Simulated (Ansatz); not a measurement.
CuCl, closed-shell singlet (the spin of the measured ground state), most abundant isotopes (62.9296 and 34.9689 u). Constants from fifth-degree fits in 1/R to seven points on the lowest solution found; no spin–orbit coupling, no relativity up to Kr; ω_e x_e and α_e move by some per cent with the fit.

Correlated levels freeze the inner cores; with def2 sets outer-core shells near the valence are correlated too.

The values were computed with Ansatz (a quantum-chemistry and plane-wave program) with Gaussian orbitals. Values without a source in brackets are computed.

Total energies (hartree; each atom in its lowest state at that level) and vibrational constants (cm⁻¹):

| level | E(CuCl) at r_e | E(Cu) | E(Cl) | ω_e | ω_e x_e |
|---|---|---|---|---|---|
| PBE/def2-TZVPP | -2100.340602 | -1640.244947 | -459.958430 | 403 | 1.6 |
| B3LYP/def2-TZVPP | -2100.837156 | -1640.542591 | -460.167005 | 390 | 1.5 |
| wB97M-V/def2-TZVPP | -2100.660943 | -1640.394089 | -460.125172 | 401 | 1.4 |
| CCSD(T)/def2-QZVPP | -2099.572938 | -1639.738674 | -459.695345 | 400 | 1.4 |

**Question.** Work out D_e and D₀ in eV.

**Answer.** 
D_e = E(Cu) + E(Cl) − E(molecule), times 27.2114 eV; D₀ = D_e − (ω_e/2 − ω_e x_e/4)/8065.54.
- PBE/def2-TZVPP: D_e = 3.734, zero point 0.025, D₀ = 3.709 eV, -0.07 eV from the measured value
- B3LYP/def2-TZVPP: D_e = 3.471, zero point 0.024, D₀ = 3.447 eV, -0.33 eV from the measured value
- wB97M-V/def2-TZVPP: D_e = 3.855, zero point 0.025, D₀ = 3.831 eV, 0.05 eV from the measured value
- CCSD(T)/def2-QZVPP: D_e = 3.780, zero point 0.025, D₀ = 3.755 eV, -0.02 eV from the measured value
Measured D₀ = 3.779 eV [from 0 K enthalpies of formation in NIST CCCBDB]; it holds the spin–orbit terms that these runs lack.
